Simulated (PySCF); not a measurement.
## Computed structure and properties of [TaCl4]+

System: [TaCl4]+ (singlet); start: template (Td). Method: PySCF 2.14.0, RKS PBE0, Ta def2-SVP with ECP60, Cl def2-SVP; non-relativistic Hamiltonian with scalar-relativistic core potentials where named; density fitting; no spin-orbit coupling.

Input of the relaxation:

```python
mol = gto.M(atom='''
Ta    -0.00000    -0.00000     0.00000
Cl     1.32090     1.32090     1.32090
Cl    -1.32090    -1.32090     1.32090
Cl     1.32090    -1.32090    -1.32090
Cl    -1.32090     1.32090    -1.32090''',
    basis={'Ta': 'def2-SVP', 'Cl': 'def2-SVP'},
    ecp={'Ta': 'def2-SVP'},
    charge=1, spin=0)
mf = dft.RKS(mol, xc='PBE0')
mf.grids.atom_grid = (50, 194)
mf = mf.density_fit()  # fitting sets: Ta def2-universal-JKFIT, Cl def2-universal-JKFIT
mf.conv_tol = 1e-08; mf.max_cycle = 55
mf.kernel(dm0)  # dm0: converged density of the start geometry
# quasi-Newton relaxation in Cartesian coordinates to a largest gradient under 0.00045 Eh/bohr, steps kept in the point group
```

Run from Python with OMP_NUM_THREADS=2; the lines above give its settings. Where DIIS fails, smearing, a level shift and second-order steps follow.
It took 18 s on 2 threads of Arm Neoverse V2, on a shared host, from the converged density of the start.

Course of the relaxation:

```
step  energy above end (eV)  largest force component within the symmetry (eV/Å)
   0                 0.2096                                               0.861
   1                 0.0105                                               0.210
   2                 0.0003                                               0.030
   3                 0.0000                                               0.001
```

Relaxed geometry (Td):

```xyz
5

Ta    0.0000    0.0000    0.0000
Cl    1.2817    1.2817    1.2817
Cl   -1.2817   -1.2817    1.2817
Cl    1.2817   -1.2817   -1.2817
Cl   -1.2817    1.2817   -1.2817
```

| contact | Å |
| --- | --- |
| Ta1–Cl2 (Cl) | 2.220 |
| Ta1–Cl3 (Cl) | 2.220 |
| Ta1–Cl4 (Cl) | 2.220 |
| Ta1–Cl5 (Cl) | 2.220 |

On the finer grid (75, 302):

```json
{
  "HOMO": "-15.30 eV",
  "LUMO": "-8.93 eV",
  "Dipole about the centre of mass": "0.00 D",
  "Set of Mulliken populations of Ta1 outside the core potential": "s 2.50, p 6.33, d 3.04, f 0.16",
  "D3(BJ) dispersion energy (not in the energies)": "-0.218 eV"
}
```

| atom | Mulliken (e) | Löwdin (e) | spin (e) |
| --- | --- | --- | --- |
| Ta1 | 0.97 | -0.55 | 0.00 |
| Cl2 | 0.01 | 0.39 | 0.00 |
| Cl3 | 0.01 | 0.39 | 0.00 |
| Cl4 | 0.01 | 0.39 | 0.00 |
| Cl5 | 0.01 | 0.39 | 0.00 |

On the grid (50, 194), as all that follows. Harmonic modes: a minimum; lowest 115 cm⁻¹ (negative: unstable), highest 463 cm⁻¹, zero-point energy 0.150 eV.

Taking off one Cl (charge -1, singlet; the rest: singlet) in vacuum, both parts rigid, costs 17.00 eV; the small basis without counterpoise inflates it. Most of it is the attraction of opposite charges; other ways to part are cheaper, and one spin state was tried for the rest.

Rigid scan of Cl along the line from its metal:

```
distance to Cl2 (Å)  energy (eV)
               1.92        1.598
               2.02        0.606
               2.12        0.129
               2.22        0.000
               2.32        0.097
               2.42        0.343
               2.62        1.068
               2.92        2.328
               3.32        3.822
               3.82        5.120
```

One start shape was tried, so this needn't be the lowest isomer.
